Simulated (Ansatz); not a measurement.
Basis sets compared for tetraphenylethylene (C26H20). The state is a singlet with charge 0. Geometry PBE-D4/def2-SVP. Ansatz on 2 threads of AMD EPYC 7R13 on a shared host and a share (18 GiB) of an NVIDIA H100 80GB HBM3; times are rough, and most runs start from earlier orbitals.

```csv
atom,x (Å),y (Å),z (Å)
C1,3.787,2.468,-1.391
C2,2.512,2.555,-1.974
C3,1.429,1.871,-1.408
C4,1.597,1.085,-0.244
C5,0.449,0.367,0.374
C6,-0.449,-0.368,-0.374
C7,-0.190,-0.731,-1.794
C8,1.062,-1.244,-2.202
C9,1.292,-1.597,-3.538
C10,0.275,-1.445,-4.495
C11,-0.978,-0.950,-4.102
C12,-1.212,-0.607,-2.763
C13,-1.741,-0.850,0.186
C14,-2.576,0.004,0.942
C15,-3.797,-0.454,1.452
C16,-4.211,-1.776,1.220
C17,-3.398,-2.631,0.459
C18,-2.181,-2.170,-0.062
C19,0.335,0.495,1.852
C20,0.513,1.750,2.479
C21,0.410,1.879,3.871
C22,0.148,0.752,4.667
C23,-0.007,-0.505,4.059
C24,0.085,-0.632,2.668
C25,2.881,1.027,0.346
C26,3.966,1.703,-0.228
H27,4.639,3.004,-1.839
H28,2.358,3.166,-2.876
H29,0.432,1.945,-1.864
H30,1.859,-1.368,-1.455
H31,2.273,-2.000,-3.833
H32,0.458,-1.719,-5.546
H33,-1.783,-0.833,-4.844
H34,-2.198,-0.226,-2.457
H35,-2.258,1.041,1.123
H36,-4.435,0.230,2.033
H37,-5.169,-2.136,1.624
H38,-3.717,-3.668,0.266
H39,-1.550,-2.842,-0.664
H40,0.726,2.634,1.859
H41,0.539,2.867,4.339
H42,0.072,0.852,5.761
H43,-0.196,-1.396,4.676
H44,-0.033,-1.619,2.196
H45,3.023,0.434,1.262
H46,4.961,1.634,0.239
```

Single mean-field runs in def2-SVP, def2-TZVP are fitted with def2-universal-jkfit.

Binding counts from free atoms (C triplet, H doublet) in the same basis, without a counterpoise term.

| level | functions | energy (Eh) | HOMO (eV) | LUMO (eV) | binding per atom (eV) | wall time |
| --- | --- | --- | --- | --- | --- | --- |
| PBE-D4/def2-SVP | 464 | -1000.8763 | -4.86 | -2.29 | 5.54 | 3.1 s |
| PBE0-D4/def2-SVP | 464 | -1000.9707 | -5.70 | -1.56 | 5.43 | 3.2 s |

(1) Estimate the rows for PBE-D4/def2-TZVP, PBE0-D4/def2-TZVP.

Answers

(1) 
```json
{"level": "PBE-D4/def2-TZVP", "functions": "926", "energy (Eh)": "-1001.9168", "HOMO (eV)": "-4.92", "LUMO (eV)": "-2.38", "binding per atom (eV)": "5.46", "wall time": "4.5 s"}
{"level": "PBE0-D4/def2-TZVP", "functions": "926", "energy (Eh)": "-1001.9995", "HOMO (eV)": "-5.71", "LUMO (eV)": "-1.62", "binding per atom (eV)": "5.35", "wall time": "4.2 s"}
```
